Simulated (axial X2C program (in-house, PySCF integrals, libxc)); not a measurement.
## Low determinants of NaAs at the PBE0 level, 2c

Computed with an in-house relativistic program for diatomic molecules. Two-component (2c) means X2C with spin–orbit coupling and atomic mean-field two-electron Coulomb and Gaunt terms. Basis: As dyall-cv3z [9s9p6d4f1g], Na dyall-cv3z [9s8p5d2f] (cores contracted in-house); Gaussian nuclei, density fitting, unrestricted open shells. Masses: As 74.922 u, Na 22.990 u.

Search at 2.760 Å (vertical energies from the lowest determinant):

```tsv
ΔE (eV)	state	electrons beyond evenly filled partner blocks	electrons in ±ω = 1/2, 3/2, 5/2, 7/2
0.00	Ω = 1	ω = -1/2, ω = 3/2	31 11 2 0
0.76	Ω = 2	ω = 1/2, ω = 3/2	31 11 2 0
0.77	Ω = 0	none	32 10 2 0
1.01	Ω = 0	none	30 12 2 0
1.20	Ω = 1	2 × ω = 1/2	30 12 2 0
2.49	Ω = 0	3 × ω = 1/2, ω = -3/2	31 11 2 0
3.37	Ω = 3	2 × ω = 3/2	30 12 2 0
```

Lowest determinant, Ω = 1 (⟨Sz⟩ = 0.99, ⟨Lz⟩ = 0.01 at PBE0): Re = 2.736 Å, ωe = 232.8 cm⁻¹.

The determinant in row 2 of the search, Ω = 2 (⟨Sz⟩ = 0.95, ⟨Lz⟩ = 1.05 at PBE0), was followed along the bond at PBE0; measured from the minimum of the lowest determinant it gives:

Te = 0.736 eV (5934 cm⁻¹), Re = 2.629 Å, ωe = 238.7 cm⁻¹.

Question: Compare the bond of the determinant in row 2 with that of the lowest one.

Answer: At PBE0 its Re is 0.107 Å shorter and its force constant, which goes as ωe², is 1.05 times that of the lowest determinant. T0 ≈ Te + Δωe/2 = 5934 + (3) = 5937 cm⁻¹.

The search compares states at one distance, so a state with another bond length can lie lower; it is not exhaustive and yields mostly the lowest determinant of each block pattern, so other components and higher states of one pattern are missing. These are energies of single determinants, not of spin-adapted states; PBE0 term energies can be off by some tenths of an eV, and the functional has no current term. Open-shell Ω = 0 determinants with evenly filled partner blocks cannot be reached by this program, so the Ω shown need not be the lowest component. The lowest determinant need not be the ground state where others lie within half an eV. Some points of a curve did not converge.
